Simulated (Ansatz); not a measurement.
`B[CH](C)[ZnH]` → `C[B](C)[ZnH]`  (isomerisation)

Isolated molecules relaxed with PBE0-D4/def2-TZVP in Ansatz; ΔE leaves out vibrations. CCSD(T)/CBS is the MP2 limit (def2-TZVPP, def2-QZVPP) plus CCSD(T) − MP2 in def2-TZVPP, frozen cores. Functionals use def2-TZVPP. For Zn outer-core shells are correlated without core-valence functions, which leaves a few kJ/mol of doubt a bond. Scalar relativity is left out up to krypton.

| level | ΔE (kcal/mol) |
| --- | --- |
| PBE-D4 | -0.7 |
| B2PLYP | 0.0 |
| r2SCAN | -0.3 |
| CCSD/CBS(def2) | -0.1 |

Problem. What does CCSD(T)/CBS give? (An estimate is asked.)

Solution. The calculation gave: +0.9 kcal/mol. The listed levels differ from it by -1.6, -0.9, -1.2, -1.0 kcal/mol.

Largest T1 diagnostic among the species: 0.014.

In def2-TZVPP, CCSD(T) changes the Hartree–Fock value by +3.7 kcal/mol (the triples alone add +0.9 kcal/mol) and MP2 by +4.9 kcal/mol.
